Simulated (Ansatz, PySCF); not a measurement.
C₆H₁₄N (SMILES C[C](C)NC(C)C), doublet, at a GFN2-xTB geometry. Base run: PBE0/STO-3G run with PySCF.

Here is a job for PySCF.
```python
from pyscf import gto, scf, dft

mol = gto.M(
    atom='''
C     2.237748   -1.066005    0.725630
C     1.236252   -0.251512   -0.023588
C     1.731892    0.847483   -0.906938
N     0.000246   -0.070990    0.617630
C    -1.152931    0.410919   -0.114502
C    -1.656651   -0.609753   -1.143901
C    -2.252203    0.758053    0.886719
H     2.727896   -0.496792    1.527910
H     3.018677   -1.414497    0.051120
H     1.767090   -1.936455    1.182985
H     2.744593    0.622791   -1.231429
H     1.111637    0.964395   -1.797519
H     1.748493    1.816112   -0.391404
H    -0.233185   -0.857522    1.211975
H    -0.849014    1.323208   -0.637073
H    -2.477936   -0.195120   -1.722716
H    -2.004374   -1.511035   -0.642065
H    -0.850042   -0.881762   -1.820739
H    -1.879631    1.467956    1.620672
H    -2.586044   -0.136771    1.408980
H    -3.104521    1.197310    0.375375
''',
    basis='sto-3g',
    charge=0,
    spin=1,
    verbose=4,
)

mf = dft.UKS(mol)
mf.xc = 'pbe0'
mf.kernel()
```

The same geometry, method and basis name were run in Ansatz (a first-principles code) and PySCF, at each program's defaults and at the settings that a row names. The base is PySCF at its defaults. Differences at the defaults can come from grids, fitting, cores and function types together.

| code and settings | ΔE vs base (µEh) | basis functions | E (Eh) | SCF cycles | dipole (D) |
|---|---|---|---|---|---|
| PySCF, defaults (exact integrals, its default grid, spherical functions) | 0.0 | 49 | -287.90624 | 10 | 0.97 |
| Ansatz, defaults (factorised integrals, its default grid, spherical functions) | -4.3 | 49 | -287.90625 | - | - |
| PySCF, density fitting with def2-universal-jkfit | -1911 | 49 | -287.90815 | 10 | 0.97 |
| PySCF, fine grid | -12.0 | 49 | -287.90625 | 10 | 0.97 |
| Ansatz, high accuracy | -12.5 | 49 | -287.90625 | - | - |

Open shells are given as the SCF converged; they aren't shown to be the lowest states, and a large step between rows can be another state.
